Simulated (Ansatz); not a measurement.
Abstraction of H: GaH2Cl + C3H3 → GaHCl + C3H4

Gas-phase species: GaH2Cl `[Cl][GaH2]`, singlet; C3H3 (propargyl radical) `[CH]=C=C`, doublet; GaHCl `[Cl][GaH]`, doublet; C3H4 `C=C=C`, singlet. A radical takes H: the energy is the difference in strength between the Ga–H bond broken and the C–H bond made.

Shapes, held fixed at every level: PBE0-D4/def2-TZVP. Programs: Ansatz 0.2.0. The zero-point and thermal change to 298 K, harmonic and unscaled (PBE0-D4/def2-TZVP), is +13.7 kJ/mol.

| level | kind | ΔH(298 K) (kJ/mol) |
| --- | --- | --- |
| r2SCAN-D4/def2-TZVPP | meta-GGA | -45.1 |
| BHLYP-D4/def2-TZVPP | global hybrid | -44.3 |
| PBE0-D4/def2-TZVPP | global hybrid | -55.2 |
| r2SCAN0-D4/def2-TZVPP | global hybrid | -42.6 |
| wB97M-V/def2-TZVPP | range-separated hybrid | -54.2 |
| wB97X-V/def2-TZVPP | range-separated hybrid | -44.5 |
| B2PLYP/def2-TZVPP | double hybrid | -48.8 |

B2PLYP/def2-TZVPP gives ΔH(298 K) = -48.8 kJ/mol; the levels span -55.2 to -42.6. The median of the levels is -45.1. No measured value is set beside it here. Spin contamination: C3H3 (⟨S²⟩ up to 0.96). Open shells run unrestricted. Relativity is left out for Ga. Outer-core shells of Ga are correlated, in sets that cover them unevenly.
